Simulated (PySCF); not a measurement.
A geometry optimisation, step by step.

Compound: C3H8O2Si.
Bonds: Si1–O2, O2–C3, C3–C4, C4–O5, O5–C6, C3–C6. Hydrogens: H7, H8, H9 on Si1; H10 on C3; H11, H12 on C4; H13, H14 on C6.

Method: PBE0-D3(BJ)/def2-SVP geometry optimisation, gas phase (PySCF); density fitting, grid level 1; the optimiser is geomeTRIC in internal coordinates, started from a GFN2-xTB structure with every atom displaced at random (about 0.01 Å). The frame can shift and turn from step to step; on so coarse a grid that alone can change the energy by a few meV, and forces under 0.02 eV/Å are noise.

Step 0: E = -15192.9284 eV, largest atomic force 2.213 eV/Å
```
atom  x, y, z in Å  |  force x, y, z in eV/Å
Si1     2.292    0.011    0.509   -0.598   0.929  -0.229
O2      0.834    0.328   -0.203   -0.548   0.135  -0.393
C3     -0.434    0.448    0.353    1.091   0.332   0.214
C4     -1.050   -0.831    0.874   -2.161   0.450   0.157
O5     -2.207   -0.631    0.009    0.457  -0.097   0.393
C6     -1.581    0.483   -0.641   -0.418  -0.446   0.489
H7      3.119    0.062   -0.680    0.860  -0.179  -0.321
H8      2.606    1.085    1.480    0.227   0.182   0.223
H9      2.270   -1.247    1.222    0.137  -0.925   0.399
H10    -0.436    1.269    1.097   -0.180   0.010  -0.085
H11    -1.374   -0.859    1.941    0.303  -0.007  -0.317
H12    -0.526   -1.738    0.618    0.587  -0.639  -0.173
H13    -1.299    0.234   -1.667    0.307   0.056  -0.337
H14    -2.222    1.373   -0.637   -0.066   0.198  -0.020
```

Step 1: E = -15193.1165 eV, largest atomic force 0.283 eV/Å
```
atom  x, y, z in Å  |  force x, y, z in eV/Å
Si1     2.290    0.046    0.331   -0.070  -0.136   0.115
O2      0.779    0.318   -0.328    0.090   0.000  -0.092
C3     -0.409    0.420    0.386   -0.116  -0.005   0.025
C4     -1.081   -0.871    0.884    0.235  -0.101  -0.122
O5     -2.290   -0.548    0.208    0.073  -0.035   0.018
C6     -1.674    0.543   -0.470    0.134   0.040  -0.117
H7      3.268    0.007   -0.786   -0.045   0.038  -0.061
H8      2.650    1.129    1.297   -0.018   0.008   0.008
H9      2.310   -1.270    1.053    0.010   0.083  -0.007
H10    -0.342    1.193    1.172    0.024   0.016  -0.004
H11    -1.203   -0.977    1.970   -0.129  -0.015   0.160
H12    -0.583   -1.787    0.497   -0.130   0.135  -0.038
H13    -1.455    0.331   -1.536   -0.061  -0.012   0.101
H14    -2.256    1.477   -0.395    0.003  -0.016   0.015
```

Step 2: E = -15193.1227 eV, largest atomic force 0.079 eV/Å
```
atom  x, y, z in Å  |  force x, y, z in eV/Å
Si1     2.289    0.043    0.339    0.024  -0.018   0.020
O2      0.783    0.307   -0.329    0.018  -0.032  -0.060
C3     -0.404    0.414    0.386   -0.036   0.015   0.036
C4     -1.081   -0.875    0.881    0.049  -0.043   0.045
O5     -2.286   -0.542    0.205   -0.068  -0.002  -0.015
C6     -1.663    0.546   -0.471    0.024   0.005  -0.026
H7      3.252    0.012   -0.792   -0.007   0.011  -0.009
H8      2.639    1.142    1.293   -0.007  -0.003   0.014
H9      2.324   -1.259    1.075   -0.001   0.019   0.009
H10    -0.330    1.189    1.171    0.005   0.001   0.003
H11    -1.223   -0.991    1.970   -0.003   0.011  -0.016
H12    -0.601   -1.789    0.482    0.002   0.029  -0.016
H13    -1.453    0.330   -1.535   -0.001   0.004   0.008
H14    -2.241    1.483   -0.394    0.000   0.002   0.008
```

Step 3: E = -15193.1234 eV, largest atomic force 0.052 eV/Å
```
atom  x, y, z in Å  |  force x, y, z in eV/Å
Si1     2.289    0.043    0.345    0.021   0.022   0.002
O2      0.785    0.297   -0.332   -0.013  -0.039  -0.033
C3     -0.402    0.409    0.384   -0.012   0.019   0.023
C4     -1.084   -0.878    0.877    0.002  -0.004   0.028
O5     -2.289   -0.538    0.202   -0.019   0.001  -0.004
C6     -1.661    0.549   -0.472    0.003   0.007  -0.001
H7      3.253    0.011   -0.786    0.001   0.002   0.006
H8      2.628    1.151    1.292   -0.002  -0.004   0.008
H9      2.329   -1.251    1.094   -0.001  -0.004   0.006
H10    -0.323    1.183    1.170    0.001  -0.004   0.002
H11    -1.226   -0.997    1.965    0.006   0.003  -0.019
H12    -0.607   -1.790    0.471    0.008  -0.003  -0.010
H13    -1.454    0.333   -1.536    0.005   0.002  -0.009
H14    -2.234    1.488   -0.391    0.000   0.001   0.001
```

Step 4: E = -15193.1241 eV, largest atomic force 0.058 eV/Å
```
atom  x, y, z in Å  |  force x, y, z in eV/Å
Si1     2.290    0.046    0.355    0.002   0.046  -0.005
O2      0.788    0.275   -0.336   -0.024  -0.036   0.005
C3     -0.399    0.398    0.380    0.029   0.017  -0.001
C4     -1.091   -0.885    0.867   -0.043   0.033  -0.020
O5     -2.296   -0.529    0.195    0.026   0.003   0.005
C6     -1.656    0.554   -0.475   -0.018   0.000   0.021
H7      3.260    0.008   -0.770    0.008  -0.005   0.013
H8      2.608    1.172    1.290    0.000  -0.001  -0.002
H9      2.338   -1.232    1.130    0.001  -0.018  -0.003
H10    -0.311    1.169    1.169   -0.004  -0.007   0.005
H11    -1.234   -1.009    1.954    0.008  -0.009  -0.003
H12    -0.622   -1.796    0.451    0.009  -0.023   0.004
H13    -1.452    0.342   -1.540    0.006   0.000  -0.013
H14    -2.219    1.499   -0.388   -0.001  -0.001  -0.006
```

Step 5: E = -15193.1246 eV, largest atomic force 0.081 eV/Å
```
atom  x, y, z in Å  |  force x, y, z in eV/Å
Si1     2.292    0.052    0.369   -0.014   0.042  -0.006
O2      0.792    0.246   -0.339   -0.025  -0.025   0.034
C3     -0.395    0.384    0.377    0.045   0.012  -0.020
C4     -1.103   -0.894    0.855   -0.056   0.040  -0.044
O5     -2.304   -0.518    0.185    0.052   0.004   0.010
C6     -1.649    0.560   -0.479   -0.028   0.000   0.024
H7      3.273    0.007   -0.747    0.010  -0.006   0.013
H8      2.584    1.199    1.286    0.000   0.003  -0.008
H9      2.351   -1.210    1.170    0.003  -0.019  -0.010
H10    -0.298    1.149    1.169   -0.006  -0.008   0.007
H11    -1.248   -1.025    1.940    0.007  -0.013   0.007
H12    -0.644   -1.805    0.429    0.005  -0.026   0.013
H13    -1.446    0.352   -1.545    0.005  -0.002  -0.010
H14    -2.199    1.512   -0.387    0.000   0.000  -0.010
```

Step 6: E = -15193.1252 eV, largest atomic force 0.073 eV/Å
```
atom  x, y, z in Å  |  force x, y, z in eV/Å
Si1     2.296    0.063    0.391   -0.023   0.020  -0.009
O2      0.798    0.200   -0.338   -0.011  -0.005   0.058
C3     -0.389    0.360    0.373    0.044   0.004  -0.038
C4     -1.126   -0.907    0.836   -0.043   0.030  -0.051
O5     -2.316   -0.499    0.165    0.049   0.000   0.011
C6     -1.635    0.570   -0.488   -0.025  -0.001   0.020
H7      3.292    0.010   -0.710    0.008  -0.004   0.007
H8      2.546    1.243    1.278    0.000   0.004  -0.009
H9      2.377   -1.174    1.229    0.005  -0.011  -0.012
H10    -0.281    1.116    1.172   -0.006  -0.007   0.007
H11    -1.278   -1.048    1.919    0.002  -0.010   0.013
H12    -0.683   -1.822    0.401   -0.002  -0.017   0.017
H13    -1.431    0.366   -1.554    0.001  -0.004  -0.003
H14    -2.166    1.532   -0.391    0.001   0.000  -0.010
```

Step 7: E = -15193.1255 eV, largest atomic force 0.050 eV/Å
```
atom  x, y, z in Å  |  force x, y, z in eV/Å
Si1     2.300    0.071    0.404   -0.016   0.001  -0.010
O2      0.803    0.174   -0.332   -0.001   0.005   0.050
C3     -0.387    0.345    0.372    0.022   0.000  -0.034
C4     -1.143   -0.914    0.825   -0.013   0.005  -0.026
O5     -2.323   -0.489    0.150    0.023   0.000   0.005
C6     -1.626    0.574   -0.494   -0.012   0.002   0.006
H7      3.303    0.017   -0.690    0.003   0.000   0.001
H8      2.526    1.267    1.274    0.000   0.002  -0.003
H9      2.398   -1.155    1.257    0.003  -0.001  -0.007
H10    -0.275    1.097    1.176   -0.004  -0.004   0.004
H11    -1.301   -1.058    1.907   -0.001  -0.002   0.009
H12    -0.708   -1.834    0.390   -0.004  -0.004   0.009
H13    -1.417    0.371   -1.560   -0.001  -0.003   0.001
H14    -2.146    1.542   -0.398    0.002   0.001  -0.006
```

Step 8: E = -15193.1256 eV, largest atomic force 0.025 eV/Å
```
atom  x, y, z in Å  |  force x, y, z in eV/Å
Si1     2.303    0.074    0.409   -0.004  -0.008  -0.008
O2      0.804    0.168   -0.324    0.005   0.003   0.024
C3     -0.388    0.341    0.374   -0.001   0.000  -0.018
C4     -1.150   -0.915    0.823    0.011  -0.011   0.004
O5     -2.325   -0.486    0.143   -0.007   0.000  -0.001
C6     -1.622    0.574   -0.499    0.005   0.002  -0.003
H7      3.306    0.026   -0.686   -0.002   0.003  -0.003
H8      2.523    1.273    1.277   -0.001   0.000   0.003
H9      2.412   -1.152    1.260    0.001   0.004   0.001
H10    -0.279    1.091    1.179   -0.001   0.000   0.001
H11    -1.314   -1.058    1.904   -0.003   0.004   0.001
H12    -0.718   -1.839    0.393   -0.003   0.006  -0.001
H13    -1.409    0.369   -1.564   -0.001  -0.002   0.003
H14    -2.139    1.544   -0.407    0.001   0.000  -0.001
```

Step 9: E = -15193.1256 eV, largest atomic force 0.022 eV/Å
```
atom  x, y, z in Å  |  force x, y, z in eV/Å
Si1     2.304    0.075    0.412    0.002  -0.006  -0.006
O2      0.805    0.166   -0.319    0.006   0.000   0.007
C3     -0.389    0.340    0.374   -0.009   0.001  -0.006
C4     -1.154   -0.915    0.823    0.014  -0.011   0.013
O5     -2.326   -0.486    0.139   -0.014   0.001  -0.003
C6     -1.620    0.573   -0.502    0.007   0.001  -0.005
H7      3.306    0.034   -0.685   -0.002   0.003  -0.002
H8      2.522    1.273    1.283   -0.001  -0.001   0.004
H9      2.420   -1.153    1.258    0.000   0.004   0.003
H10    -0.283    1.091    1.180    0.000   0.001  -0.001
H11    -1.320   -1.056    1.904   -0.001   0.003  -0.003
H12    -0.721   -1.840    0.397   -0.001   0.006  -0.004
H13    -1.404    0.365   -1.566    0.000  -0.001   0.001
H14    -2.137    1.543   -0.414    0.000   0.000   0.001
```

Question: Summarise the path.

Answer: The energy falls by 4.55 kcal/mol from step 0 to step 9; nine tenths of that is first reached at step 1. It never rises by more than 0.2 meV. The largest force goes from 2.213 to 0.022 eV/Å. Among the bonds Si1–H9 changes most, from 1.446 to 1.496 Å; the atoms move by 0.193 Å rms after alignment.

Question: Follow the three bonds and two angles with the largest change from start to end.

Answer: 
```csv
step,E above end (kcal/mol),largest force (eV/Å),Si1–H9 (Å),Si1–H7 (Å),C4–O5 (Å),O2–Si1–H7 (°),Si1–O2–C3 (°)
0,4.55,2.213,1.446,1.450,1.459,98.2,130.4
1,0.21,0.283,1.501,1.485,1.423,107.7,125.7
2,0.07,0.079,1.497,1.486,1.421,106.5,125.2
3,0.05,0.052,1.496,1.486,1.423,106.2,125.0
4,0.04,0.058,1.495,1.486,1.424,106.1,124.5
5,0.02,0.081,1.496,1.486,1.425,106.1,124.0
6,0.01,0.073,1.496,1.486,1.425,106.3,123.4
7,0.00,0.050,1.496,1.486,1.424,106.4,123.4
8,0.00,0.025,1.496,1.486,1.423,106.5,123.7
9,0.00,0.022,1.496,1.486,1.423,106.5,124.0
```

The cost below is that of the whole optimisation. The run took 1.8 min on one thread of an Arm Neoverse N1, shared host with 64 logical CPUs at a one-minute load of 59, and the process peaked at 0.50 GiB of memory.
